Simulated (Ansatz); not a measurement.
Mulliken charges of C₂H₆OSn (`C[C](=O)[SnH3]`) from PBE/def2-TZVPP in Ansatz (PBE0-D4/def2-TZVP geometry).

```
atom   x (Å)   y (Å)   z (Å)  charge (e)
  C1  -0.506   1.183  -0.923      -0.201
  C2  -0.448  -0.295  -0.665      -0.005
  O3  -0.975  -1.102  -1.378      -0.195
 Sn4   0.670  -0.991   1.126       0.433
  H5  -0.957   1.684  -0.061       0.102
  H6   0.512   1.575  -1.018       0.102
  H7  -1.079   1.398  -1.827       0.092
  H8   0.570  -2.690   1.174      -0.103
  H9  -0.009  -0.318   2.544      -0.113
 H10   2.304  -0.496   1.032      -0.113
```

Q: By hand: the dipole of these point charges (1 e Å = 4.8032 D).

A: Σ q r = (0.121, 0.380, 0.142) e Å, of length 0.423 e Å = 2.03 D.

Q: How does the dipole of the full density compare? (Best estimate.)

A: The calculation gave: (0.108, 0.425, 0.116) e Å, 2.18 D; the point charges give 0.93 times that, at 6° from its direction.

Point charges leave out the atoms' own dipoles, such as those of lone pairs, and Mulliken's split depends on the basis, so the close match here is no proof of good charges.
